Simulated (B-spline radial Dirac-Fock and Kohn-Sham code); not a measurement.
## 3p3/2 photoionisation of Ca²⁺ near threshold

System: calcium as Ca²⁺, [Ne] 3s2 3p6. The computed 3p3/2 threshold is 49.78 eV; without correlation, outer thresholds are uncertain by 1 to 2 eV.

These are calculated numbers from a radial atomic solver; the model is independent-particle photoionisation in a Dirac-Hartree-Slater potential with a Latter tail, all multipoles, thresholds from Dirac-Fock ΔSCF. Interchannel coupling and autoionising resonances are not included, so magnitudes near threshold are approximate.

```
kinetic energy (eV)  σ (Mb)      β
                1.5   0.620  -0.49
                1.9   0.619  -0.51
                2.3   0.619  -0.54
                2.9   0.620  -0.56
                3.7   0.623  -0.57
                4.6   0.629  -0.56
                5.7   0.640  -0.54
                7.2   0.655  -0.48
                9.0   0.677  -0.38
               11.2   0.707  -0.24
               14.0   0.743  -0.07
               17.5   0.783   0.14
               21.9   0.822   0.35
               27.4   0.868   0.56
               34.2   0.916   0.78
               42.8   0.910   0.96
               53.5   0.886   1.13
               66.9   0.828   1.27
               83.7   0.745   1.38
              104.7   0.639   1.47
              130.9   0.521   1.54
              163.6   0.402   1.59
              204.6   0.297   1.62
              255.8   0.210   1.63
              319.9   0.143   1.63
              400.0  0.0941   1.61
```

The cross section has a minimum of 0.62 Mb near 2 eV kinetic energy, a Cooper minimum, where a dipole matrix element changes sign; it needs a radial node in the bound orbital. Its largest value, 0.916 Mb, lies 34 eV above threshold. β ranges from -0.57 (at 3.7 eV) to 1.63.
